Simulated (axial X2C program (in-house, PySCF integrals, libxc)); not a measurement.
## Low determinants of MnS⁺ at the PBE0 level, 2c

Computed with an axial X2C code built on PySCF integrals. Two-component (2c) means X2C with spin–orbit coupling and atomic mean-field two-electron Coulomb and Gaunt terms. Basis: Mn dyall-cv3z [9s10p6d3f2g], S dyall-av3z [9s8p3d2f] (cores contracted in-house); Gaussian nuclei, density fitting, unrestricted open shells. Masses: Mn 54.938 u, S 31.972 u.

Search at 2.150 Å (vertical energies from the lowest determinant):

| ΔE (eV) | state | electrons beyond evenly filled partner blocks | electrons in ±ω = 1/2, 3/2, 5/2, 7/2 |
| --- | --- | --- | --- |
| 0.00 | Ω = 1 | ω = -3/2, ω = 5/2 | 30 9 1 0 |
| 0.05 | Ω = 3 | ω = 1/2, ω = 5/2 | 29 10 1 0 |
| 0.34 | Ω = 4 | ω = 3/2, ω = 5/2 | 30 9 1 0 |
| 0.38 | Ω = 2 | ω = -1/2, ω = 5/2 | 29 10 1 0 |
| 1.70 | Ω = 2 | 2 × ω = 1/2, ω = -3/2, ω = 5/2 | 30 9 1 0 |
| 1.74 | Ω = 0 | ω = 1/2, 2 × ω = -3/2, ω = 5/2 | 29 10 1 0 |
| 1.91 | Ω = 0 | 2 × ω = -1/2, ω = -3/2, ω = 5/2 | 30 9 1 0 |

Lowest determinant, Ω = 1 (⟨Sz⟩ = 2.00, ⟨Lz⟩ = -1.00 at PBE0): Re = 2.144 Å, ωe = 417.5 cm⁻¹.

The determinant in row 2 of the search, Ω = 3 (⟨Sz⟩ = 2.00, ⟨Lz⟩ = 1.00 at PBE0), was followed along the bond at PBE0; measured from the minimum of the lowest determinant it gives:

Te = 0.052 eV (419 cm⁻¹), Re = 2.144 Å, ωe = 417.2 cm⁻¹.

Problem. Compare the bond of the determinant in row 2 with that of the lowest one.

Solution. At PBE0 its Re is the same within 0.001 Å and its force constant, which goes as ωe², is 1.00 times that of the lowest determinant. T0 ≈ Te + Δωe/2 = 419 + (0) = 419 cm⁻¹.

The search compares states at one distance, so a state with another bond length can lie lower; it is not exhaustive and yields mostly the lowest determinant of each block pattern, so other components and higher states of one pattern are missing. These are energies of single determinants, not of spin-adapted states; PBE0 term energies can be off by some tenths of an eV, and the functional has no current term. Open-shell Ω = 0 determinants with evenly filled partner blocks cannot be reached by this program, so the Ω shown need not be the lowest component. The lowest determinant need not be the ground state where others lie within half an eV.
